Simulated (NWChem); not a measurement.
System: SeCl2; SMILES Cl[Se]Cl

The following NWChem deck was run.

```
start job
memory heap 200 mb stack 900 mb global 1100 mb
geometry units angstroms noautoz
  Se     0.000000     0.000000     0.683275
  Cl    -1.684850     0.000000    -0.684935
  Cl     1.684850     0.000000    -0.684935
end
basis spherical
  * library 6-31g*
end
dft
  xc pbe0
  iterations 150
end
tddft
  cis
  nroots 6
  notriplet
end
task tddft energy
```

Parts of the log:

```
             Northwest Computational Chemistry Package (NWChem) 7.3.0
             --------------------------------------------------------

 C2V symmetry detected

                             Geometry "geometry" -> ""
                             -------------------------

 Output coordinates in angstroms (scale by  1.889725989 to convert to a.u.)

  No.       Tag          Charge          X              Y              Z
 ---- ---------------- ---------- -------------- -------------- --------------
    1 Se                  34.0000     0.00000000     0.00000000     0.68410500
    2 Cl                  17.0000    -1.68485000     0.00000000    -0.68410500
    3 Cl                  17.0000     1.68485000     0.00000000    -0.68410500

 Effective nuclear repulsion energy (a.u.)     327.2328349979

      Symmetry information
      --------------------

 Group name             C2v
 Group number             16
 Group order               4
 No. of unique centers     2

                                 NWChem DFT Module
                                 -----------------

 Summary of "ao basis" -> "ao basis" (spherical)
 ------------------------------------------------------------------------------
       Tag                 Description            Shells   Functions and Types
 ---------------- ------------------------------  ------  ---------------------
 Se                          6-31g*                 12       32   5s4p3d
 Cl                          6-31g*                  8       18   4s3p1d

      Symmetry analysis of basis
      --------------------------

        a1         28
        a2          8
        b1         20
        b2         12

            General Information
            -------------------
          SCF calculation type: DFT
          Wavefunction type:  closed shell.
          No. of atoms     :     3
          No. of electrons :    68
           Alpha electrons :    34
            Beta electrons :    34
          Charge           :     0
          Spin multiplicity:     1
          Use of symmetry is: off; symmetry adaption is: on
          Maximum number of iterations: 150
          AO basis - number of functions:    68
                     number of shells:    28
          Convergence on energy requested:  1.00D-06
          Convergence on density requested:  1.00D-05
          Convergence on gradient requested:  5.00D-04

              XC Information
              --------------
                         PBE0 Method XC Functional
                     Hartree-Fock (Exact) Exchange  0.250
          PerdewBurkeErnzerhof Exchange Functional  0.750
            Perdew 1991 LDA Correlation Functional  1.000 local
           PerdewBurkeErnz. Correlation Functional  1.000 non-local

             Grid Information
             ----------------
          Grid used for XC integration:  medium
          Radial quadrature: Mura-Knowles
          Angular quadrature: Lebedev.
          Tag              B.-S. Rad. Rad. Pts. Rad. Cut. Ang. Pts.
          ---              ---------- --------- --------- ---------
          Se                  1.15      112           8.0       590
          Cl                  1.00       88          10.0       590
          Grid pruning is: on
          Number of quadrature shells:   288
          Spatial weights used:  Erf1

      Superposition of Atomic Density Guess
      -------------------------------------

 Sum of atomic energies:       -3318.40650870

      Non-variational initial energy
      ------------------------------

 Total energy =   -3318.686588
 1-e energy   =   -5266.120817
 2-e energy   =    1620.201394
 HOMO         =      -0.223423
 LUMO         =      -0.060632

      Symmetry analysis of molecular orbitals - initial
      -------------------------------------------------

  Numbering of irreducible representations:

     1 a1          2 a2          3 b1          4 b2

  Orbital symmetries:

     1 a1          2 b1          3 a1          4 a1          5 b1
     6 a1          7 b2          8 b1          9 a1         10 a1
    11 a1         12 b1         13 b1         14 b2         15 a1
    16 a2         17 b1         18 a1         19 b2         20 b1
    21 a1         22 a2         23 a1         24 b2         25 a1
    26 b1         27 a1         28 b1         29 a1         30 b2
    31 a2         32 b1         33 a1         34 b2         35 a1
    36 b1         37 a1         38 b1         39 a1         40 b2
    41 b1         42 a1         43 a1         44 a2

 !! scf_movecs_sym_adapt:   10 vectors were symmetry contaminated

  Symmetry fudging

   convergence    iter        energy       DeltaE   RMS-Dens  Diis-err
 ---------------- ----- ----------------- --------- --------- ---------
 d= 0,ls=0.0,diis     1  -3320.9702763557 -3.65D+03  1.88D-02  4.03D-01

 !! scf_movecs_sym_adapt:    8 vectors were symmetry contaminated

  Symmetry fudging
 d= 0,ls=0.0,diis     2  -3320.9517554321  1.85D-02  1.16D-02  4.73D-01

 !! scf_movecs_sym_adapt:    4 vectors were symmetry contaminated

  Symmetry fudging
 d= 0,ls=0.0,diis     3  -3321.0231008577 -7.13D-02  2.43D-03  3.27D-02

 !! scf_movecs_sym_adapt:    4 vectors were symmetry contaminated

  Symmetry fudging
 d= 0,ls=0.0,diis     4  -3321.0266210815 -3.52D-03  5.47D-04  1.81D-03

 !! scf_movecs_sym_adapt:    2 vectors were symmetry contaminated

  Symmetry fudging
 d= 0,ls=0.0,diis     5  -3321.0268388873 -2.18D-04  1.23D-04  5.47D-05

 !! scf_movecs_sym_adapt:    2 vectors were symmetry contaminated

  Symmetry fudging
  Resetting Diis
 d= 0,ls=0.0,diis     6  -3321.0268482638 -9.38D-06  1.53D-05  1.25D-06
 d= 0,ls=0.0,diis     7  -3321.0268484354 -1.72D-07  5.00D-06  5.13D-08

         Total DFT energy =    -3321.026848435399
      One electron energy =    -5264.787021340426
           Coulomb energy =     1759.610274301364
    Exchange-Corr. energy =     -143.082936394268
 Nuclear repulsion energy =      327.232834997930

 Numeric. integr. density =       68.000001159541

                  Occupations of the irreducible representations
                  ----------------------------------------------

                     irrep           alpha         beta
                     --------     --------     --------
                     a1               15.0         15.0
                     a2                3.0          3.0
                     b1               10.0         10.0
                     b2                6.0          6.0

                       DFT Final Molecular Orbital Analysis
                       ------------------------------------

 Vector   32  Occ=2.000000D+00  E=-3.613094D-01  Symmetry=a2
              MO Center=  3.3D-13,  1.3D-09, -6.6D-01, r^2= 3.9D+00
   Bfn.  Coefficient  Atom+Function         Bfn.  Coefficient  Atom+Function
  ----- ------------  ---------------      ----- ------------  ---------------
    40      0.522841  2 Cl py                58     -0.522841  3 Cl py
    44      0.279743  2 Cl py                62     -0.279743  3 Cl py
    36     -0.203310  2 Cl py                54      0.203310  3 Cl py
    28     -0.049653  1 Se d -2

 Vector   33  Occ=2.000000D+00  E=-3.530582D-01  Symmetry=b1
              MO Center= -2.3D-10,  3.1D-14, -6.4D-01, r^2= 4.1D+00
   Bfn.  Coefficient  Atom+Function         Bfn.  Coefficient  Atom+Function
  ----- ------------  ---------------      ----- ------------  ---------------
    39      0.429547  2 Cl px                57      0.429547  3 Cl px
    41     -0.319933  2 Cl pz                59      0.319933  3 Cl pz
    43      0.226655  2 Cl px                61      0.226655  3 Cl px
    35     -0.166201  2 Cl px                45     -0.165933  2 Cl pz
    53     -0.166201  3 Cl px                63      0.165933  3 Cl pz

 Vector   34  Occ=2.000000D+00  E=-2.617097D-01  Symmetry=b2
              MO Center= -1.8D-10, -2.9D-10,  2.7D-01, r^2= 3.0D+00
   Bfn.  Coefficient  Atom+Function         Bfn.  Coefficient  Atom+Function
  ----- ------------  ---------------      ----- ------------  ---------------
    12      0.704648  1 Se py                16      0.322391  1 Se py
    40     -0.323938  2 Cl py                58     -0.323938  3 Cl py
     8     -0.289498  1 Se py                44     -0.211194  2 Cl py
    62     -0.211194  3 Cl py                36      0.123905  2 Cl py
    54      0.123905  3 Cl py                 4      0.086450  1 Se py

[...]

                                NWChem TDDFT Module
                                -------------------

            General Information
            -------------------
           No. of orbitals :     136
            Alpha orbitals :      68
             Beta orbitals :      68
        Alpha frozen cores :       0
         Beta frozen cores :       0
     Alpha frozen virtuals :       0
      Beta frozen virtuals :       0
         Spin multiplicity :       1
    Number of AO functions :      68
        Use of symmetry is : off
      Symmetry adaption is : on
         Schwarz screening :  0.10D-07

              XC Information
              --------------
                  PBE0 Method XC Functional
              Hartree-Fock (Exact) Exchange   0.25
   PerdewBurkeErnzerhof Exchange Functional   0.75
     Perdew 1991 LDA Correlation Functional   1.00 local
    PerdewBurkeErnz. Correlation Functional   1.00 non-local

             TDDFT Information
             -----------------
          Calculation type : Tamm-Dancoff TDDFT
         Wavefunction type : Restricted singlets
          No. of electrons :      68
           Alpha electrons :      34
            Beta electrons :      34
              No. of roots :       6
          Max subspacesize :    5200
            Max iterations :     100
               Target root :       1
           Target symmetry : none
      Symmetry restriction : off
                 Algorithm : Optimal
        Davidson threshold :  0.10D-03

    6 smallest eigenvalue differences (eV)
--------------------------------------------------------
  No. Spin  Occ  Vir  Irrep   E(Occ)    E(Vir)   E(Diff)
--------------------------------------------------------
    1    1   34   35 b2       -0.262    -0.106     4.228
    2    1   34   36 a2       -0.262    -0.095     4.541
    3    1   33   35 b1       -0.353    -0.106     6.714
    4    1   32   35 a2       -0.361    -0.106     6.939
    5    1   31   35 a1       -0.362    -0.106     6.953
    6    1   33   36 a1       -0.353    -0.095     7.027
--------------------------------------------------------

  Entering Davidson iterations
  Restricted singlet excited states

  Iter   NTrls   NConv    DeltaV     DeltaE      Time
  ----  ------  ------  ---------  ---------  ---------
    1      6       0     0.10E+00   0.10+100        8.9
    2     12       0     0.39E-01   0.14E-01        8.2
    3     18       0     0.13E-01   0.25E-02        7.7
    4     24       2     0.39E-02   0.35E-03        8.2
    5     28       4     0.84E-03   0.24E-04        7.0
    6     30       5     0.13E-03   0.72E-06        7.9
    7     31       6     0.95E-04   0.25E-07        7.3
  ----  ------  ------  ---------  ---------  ---------
  Convergence criterion met

  Ground state a1      -3321.026848435399 a.u.

  ----------------------------------------------------------------------------
  Root   1 singlet b2             0.101800190 a.u.                2.7701 eV
  ----------------------------------------------------------------------------
     Transition Moments    X  0.00000   Y -0.03615   Z  0.00000
     Dipole Oscillator Strength                    0.0000887008
     Electric Quadrupole                           0.0000000016
     Magnetic Dipole                               0.0000002418
     Total Oscillator Strength                     0.0000889442

     Occ.   34  b2  ---  Virt.   35  a1      -0.99754
  ----------------------------------------------------------------------------
  Root   2 singlet a2             0.107876563 a.u.                2.9355 eV
  ----------------------------------------------------------------------------
     Transition Moments    X -0.00000   Y  0.00000   Z -0.00000
     Dipole Oscillator Strength                    0.0000000000
     Electric Quadrupole                           0.0000000028
     Magnetic Dipole                               0.0000004963
     Total Oscillator Strength                     0.0000004990

     Occ.   34  b2  ---  Virt.   36  b1       0.99846
  ----------------------------------------------------------------------------
  Root   3 singlet b1             0.194091521 a.u.                5.2815 eV
  ----------------------------------------------------------------------------
     Transition Moments    X -0.21493   Y  0.00000   Z -0.00000
     Dipole Oscillator Strength                    0.0059771173
     Electric Quadrupole                           0.0000000146
     Magnetic Dipole                               0.0000000734
     Total Oscillator Strength                     0.0059772053

     Occ.   31  a1  ---  Virt.   36  b1       0.47980
     Occ.   33  b1  ---  Virt.   35  a1      -0.87364
  ----------------------------------------------------------------------------
  Root   4 singlet a2             0.197058798 a.u.                5.3622 eV
  ----------------------------------------------------------------------------
     Transition Moments    X -0.00000   Y -0.00000   Z  0.00000
     Dipole Oscillator Strength                    0.0000000000
     Electric Quadrupole                           0.0000000109
     Magnetic Dipole                               0.0000002776
     Total Oscillator Strength                     0.0000002885

     Occ.   30  b2  ---  Virt.   36  b1       0.09865
     Occ.   32  a2  ---  Virt.   35  a1       0.99390
  ----------------------------------------------------------------------------
  Root   5 singlet a1             0.200511935 a.u.                5.4562 eV
  ----------------------------------------------------------------------------
     Transition Moments    X -0.00000   Y -0.00000   Z -0.30361
     Dipole Oscillator Strength                    0.0123219629
     Electric Quadrupole                           0.0000000056
     Magnetic Dipole                               0.0000000000
     Total Oscillator Strength                     0.0123219685

     Occ.   29  a1  ---  Virt.   35  a1      -0.16226
     Occ.   31  a1  ---  Virt.   35  a1      -0.66651
     Occ.   33  b1  ---  Virt.   36  b1       0.72426
  ----------------------------------------------------------------------------
  Root   6 singlet a1             0.207702058 a.u.                5.6519 eV
  ----------------------------------------------------------------------------
     Transition Moments    X -0.00000   Y  0.00000   Z -0.17282
     Dipole Oscillator Strength                    0.0041357678
     Electric Quadrupole                           0.0000000514
     Magnetic Dipole                               0.0000000000
     Total Oscillator Strength                     0.0041358192

     Occ.   31  a1  ---  Virt.   35  a1      -0.73015
     Occ.   33  b1  ---  Virt.   36  b1      -0.68130

              Target root =      1
          Target symmetry = none
      Ground state energy =  -3321.026848435399
        Excitation energy =      0.101800190420
     Excited state energy =  -3320.925048244979

  stored tddft:energy   -3320.9250482449788
```

Level: PBE0/6-31G* (spherical d), TDA. The geometry was optimised at PBE0/def2-SVP.
